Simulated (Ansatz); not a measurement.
What each rung costs, and what it gives

Saddle point of SiAsH$_{7}$SO, singlet (SiH₄SO ([OH][SiH2][SH]) + AsH₃ → SiAsH₅O ([OH][SiH2][AsH2]) + H₂S; bonds formed: Si1–As7, S2–H6; bonds broken: Si1–S2, H6–As7), PBE0-D4/def2-TZVP structure:

```json
{"atom": "Si1", "x (Å)": "0.0191", "y (Å)": "-0.0186", "z (Å)": "-0.8395"}
{"atom": "S2", "x (Å)": "1.4060", "y (Å)": "-1.3005", "z (Å)": "0.5359"}
{"atom": "H3", "x (Å)": "-0.9166", "y (Å)": "-1.1816", "z (Å)": "-0.6776"}
{"atom": "H4", "x (Å)": "0.9106", "y (Å)": "1.1621", "z (Å)": "-0.6909"}
{"atom": "O5", "x (Å)": "-0.0850", "y (Å)": "0.1248", "z (Å)": "-2.4817"}
{"atom": "H6", "x (Å)": "0.2322", "y (Å)": "-0.3062", "z (Å)": "1.0618"}
{"atom": "As7", "x (Å)": "-1.2894", "y (Å)": "0.9735", "z (Å)": "1.1081"}
{"atom": "H8", "x (Å)": "2.3244", "y (Å)": "-0.3603", "z (Å)": "0.8186"}
{"atom": "H9", "x (Å)": "-0.6482", "y (Å)": "-0.5224", "z (Å)": "-2.9142"}
{"atom": "H10", "x (Å)": "-1.6822", "y (Å)": "-0.1665", "z (Å)": "2.0314"}
{"atom": "H11", "x (Å)": "-0.2710", "y (Å)": "1.5957", "z (Å)": "2.0482"}
```

Barriers are electronic and count from the start structure reached by relaxing down the imaginary mode.

Program: Ansatz 0.2.0. Basis: as named in each row. Cores are frozen in the correlated methods. Filled d shells of the heavier atoms are correlated. The def2 sets are not built for correlating such inner shells, so the correlated values are less sure here. B3LYP uses VWN-RPA correlation. Extrapolation: Hartree–Fock as exp(−7.88 √X), correlation as X^−2.97.

Times are rough, for one single point on 8 threads of a shared host (Intel Xeon Platinum 8259CL).

The estimate by CCSD(T) at an estimated basis limit (MP2 extrapolated from triple and quadruple zeta, plus CCSD(T) − MP2 in triple zeta) is 2.351 eV.

| method | basis | time (s) | barrier (eV) | method less estimate |
| --- | --- | --- | --- | --- |
| HF | STO-3G | under 1 | 4.755 | 2.405 |
| PBE-D4 | STO-3G | under 1 | 2.331 | -0.020 |
| SPW92 | def2-SVP | under 1 | 1.504 | -0.847 |
| PBE-D4 | def2-SVP | 1 | 1.816 | -0.535 |
| B3LYP-D4 | 6-31G | 1 | 2.519 | 0.168 |
| SPW92 | def2-TZVPP | 1 | 1.463 | -0.888 |
| PBE0-D4 | def2-SVP | 2 | 2.098 | -0.253 |
| PBE-D4 | def2-TZVPP | 2 | 1.760 | -0.591 |
| BLYP-D4 | def2-TZVPP | 2 | 2.085 | -0.266 |
| B3LYP-D4 | def2-TZVPP | 3 | 2.280 | -0.070 |
| BHLYP-D4 | def2-TZVPP | 3 | 2.610 | 0.259 |
| r2SCAN-D4 | def2-TZVPP | 4 | 1.982 | -0.368 |
| PBE0-D4 | def2-TZVPP | 4 | 2.024 | -0.326 |
| CAM-B3LYP-D4 | def2-TZVPP | 4 | 2.466 | 0.115 |
| RPA on PBE | def2-TZVPP | 4 | 2.402 | 0.051 |
| wB97M-V | def2-SVP | 5 | 2.415 | 0.064 |
| r2SCAN0-D4 | def2-TZVPP | 5 | 2.161 | -0.190 |
| B2PLYP | def2-TZVPP | 6 | 2.374 | 0.023 |
| PBE-QIDH | def2-TZVPP | 6 | 2.244 | -0.107 |
| CCSD(T) | def2-SVP | 6 | 2.645 | 0.294 |
| B97M-V | def2-TZVPP | 6 | 2.203 | -0.148 |
| wB97X-V | def2-TZVPP | 7 | 2.451 | 0.100 |
| wB97M-V | def2-TZVPP | 8 | 2.372 | 0.021 |
| MP2 | def2-QZVPP | 25 | 2.240 | -0.111 |
| CCSD(T) | def2-TZVPP | 110 | 2.408 | 0.057 |

All methods are single points on the PBE0-D4 structures.

The T1 diagnostic stays at or below 0.013.

Labels in which every atom is bracketed show which atoms are joined, not bond orders.
